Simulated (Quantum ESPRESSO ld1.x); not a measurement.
The numbers below are computed, except where a source is named.
Problem. Sb V, configuration [Kr] 4d10 5s1. Level of theory: scalar-relativistic Kohn-Sham, LDA (Slater exchange, VWN5 correlation), spin-polarised, spherical densities, point nucleus; open shells are filled with parallel spins first (ld1.x of Quantum ESPRESSO 7.5). Some entries of the table are withheld. Estimate them.

orbital,occ.,eigenvalue (Ry),<r> (bohr)
1s up,1,-2228.10,0.02845
1s down,1,-2228.09,0.02845
2s up,1,-341.824,0.1227
2s down,1,-341.822,0.1227
2p up,3,-307.382,0.1072
2p down,3,-307.380,0.1072
3s up,1,-69.5381,0.3311
3s down,1,-69.5342,0.3311
3p up,3,-58.3091,0.3291
3p down,3,-58.3051,0.3291
3d up,5,-41.1215,0.3056
3d down,5,-41.1179,0.3056
4s up,1,-14.0780,(1)
4s down,1,-14.0695,(2)
4p up,3,-10.6275,0.8507
4p down,3,-10.6165,0.8497
4d up,5,(3),(4)
4d down,5,(5),(6)
5s up,1,-3.73743,1.939
5s down,0,-3.64581,1.938

Solution. 
(1) 4s up <r> (bohr): 0.7900
(2) 4s down <r> (bohr): 0.7896
(3) 4d up eigenvalue (Ry): -5.60198
(4) 4d up <r> (bohr): 1.015
(5) 4d down eigenvalue (Ry): -5.57962
(6) 4d down <r> (bohr): 1.010
